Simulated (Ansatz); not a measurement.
```xyz
5

N     0.327   -0.339   -0.685
In   -0.055   -0.123    1.303
H     0.000    0.357   -1.342
H     1.202   -0.726   -1.004
H    -1.473    0.831    1.728
```

Total charge 0; spin multiplicity 2. In: def2 effective core potential.

Task: List the PBE0/def2-TZVPP orbital energies in eV (Ansatz). (An estimate is asked.)

Result: The calculation gave: α occupied: -390.50, -127.96, -84.40, -84.24, -84.10, -23.05, -21.04, -20.95, -20.85, -20.82, -20.54, -12.89, -11.80, -9.07, -7.08, -5.57. α empty: -1.34, 0.10, 1.22, 2.11, 2.28, 2.47, 3.33, 3.63. β occupied: -390.44, -127.91, -84.36, -84.16, -84.08, -22.92, -20.91, -20.83, -20.79, -20.70, -20.43, -12.82, -11.31, -8.49, -6.93. β empty: -2.65, -0.91, 0.34, 1.68, 2.37, 2.59, 2.98, 3.68. ⟨S²⟩ = 0.754.
